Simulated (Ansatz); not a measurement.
The cluster Al2As2 was relaxed with B3LYP-D4 (def2-SVP) in Ansatz in these states: neutral quintet, neutral triplet. The geometries follow in no particular order.

A:

Cartesian coordinates in Å:
```
Al -0.241 -1.569 -0.533
Al 0.241 1.569 0.533
As 1.705 -0.062 -0.587
As -1.705 0.062 0.587
```

B:

```xyz
4

Al    0.976    0.530    0.700
Al   -0.976   -0.530   -0.700
As    0.057    1.567   -1.267
As   -0.057   -1.567    1.267
```

Problem. Judge from the bond lengths which geometry belongs to which state (an estimate).

Solution. A is the neutral quintet (Al1–Al2 3.350 Å, Al1–As4 2.462 Å, Al1–As3 2.462 Å); B is the neutral triplet (Al1–Al2 2.626 Å, Al1–As4 2.406 Å, Al1–As3 2.406 Å).

At PBE0-D4/def2-TZVP a broken-symmetry singlet lies 1.33 eV below the neutral quintet. These are the stationary points nearest to one start from a short search; other shapes may lie lower in each state.
